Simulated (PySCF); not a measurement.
Compound: benzyldiethylphosphine oxide, C11H17OP.
Geometry (PBE0-D3(BJ)/def2-SVP, Å), atoms numbered from 1 in this order:
```
atom  x, y, z in Å
C1    -2.058   -1.702    1.629
C2    -1.583   -0.339    1.146
P3    -1.428   -0.291   -0.673
O4    -2.618   -0.871   -1.380
C5    -1.100    1.453   -1.101
C6    -2.362    2.300   -1.001
C7     0.119   -1.199   -1.090
C8     1.376   -0.682   -0.461
C9     2.153    0.292   -1.102
C10    3.296    0.809   -0.496
C11    3.686    0.360    0.765
C12    2.928   -0.616    1.411
C13    1.786   -1.131    0.801
H14   -2.290   -1.686    2.704
H15   -1.296   -2.481    1.466
H16   -2.960   -2.003    1.077
H17   -0.629   -0.034    1.606
H18   -2.326    0.436    1.400
H19   -0.729    1.442   -2.139
H20   -0.281    1.840   -0.472
H21   -2.691    2.423    0.042
H22   -3.183    1.823   -1.557
H23   -2.197    3.306   -1.415
H24    0.163   -1.165   -2.190
H25   -0.078   -2.248   -0.817
H26    1.859    0.645   -2.094
H27    3.888    1.566   -1.015
H28    4.583    0.764    1.240
H29    3.231   -0.984    2.394
H30    1.203   -1.903    1.311
```

Computed with TDDFT wB97X-D/def2-SVPD, vertical, gas phase, core orbitals frozen in the response (PySCF).

Frontier orbitals with the atoms that hold most of them (Löwdin shares over 4%, at most four atoms; ? is withheld):

```
orbital  ε (eV)                              atoms
 HOMO-3   -9.76     O4 43%, C8 10%, C11 10%, P3 8%
 HOMO-2   -9.41  C9 20%, C13 20%, C12 20%, C10 20%
 HOMO-1   -9.26                                  ?
   HOMO   -8.73                                  ?
   LUMO       ?  C8 20%, C11 20%, C13 12%, C10 12%
 LUMO+1    1.12  C12 20%, C9 19%, C10 16%, C13 15%
 LUMO+2    2.06       C12 7%, C10 6%, C5 6%, C2 5%
```

Which atoms hold the HOMO, and with what shares?

O4 (bonded to P) 23%; C11 (bonded to 2 C and H) 13%; C8 (bonded to 3 C) 13%; C7 (bonded to C, P and 2 H) 9%. By element: carbon 35% or more, oxygen 23%.

Give the leading atoms of the HOMO-1.

O4 (bonded to P) 58%; P3 (bonded to 3 C and O) 13%; C5 (bonded to C, P and 2 H) 9%; C2 (bonded to C, P and 2 H) 9%. By element: oxygen 58%, carbon 18% or more, phosphorus 13%.

What is the LUMO energy, and the HOMO–LUMO gap?

ε(LUMO) = 1.05 eV; the gap is 9.78 eV (0.3593 hartree).

The HOMO–LUMO gap is 9.78 eV. Where does the response calculation put the lowest singlet, and from which orbitals?

S1 is at 5.33 eV (f = 0.0014), 4.45 eV below the gap, made of HOMO→LUMO+1 (48%), HOMO-2→LUMO (36%), HOMO-3→LUMO+1 (11%). Its leading pair isn't HOMO and LUMO; the energies of that pair differ by 9.85 eV. 

One configuration dominates each of S2, S5 and S8. Which, and how do the shares of the two leading atoms of either orbital change from the occupied to the empty one?

- S2 (5.88 eV, f 0.118), HOMO→LUMO (73%): O4 23% → at most 12%, C11 13% → 20%, C8 13% → 20%
- S5 (7.00 eV, f 0.028), HOMO-1→LUMO (79%): O4 58% → at most 12%, P3 13% → at most 12%, C8 at most 9% → 20%, C11 at most 9% → 20%
- S8 (7.44 eV, f 0.0073), HOMO-1→LUMO+1 (84%): O4 58% → at most 16%, P3 13% → at most 16%, C12 at most 9% → 20%, C9 at most 9% → 19%

Hardware: an Arm Neoverse V1 with one thread, shared host. Cost: 6.9 min of wall time, 2.6 GiB resident at most.

One conformer stands for the species.
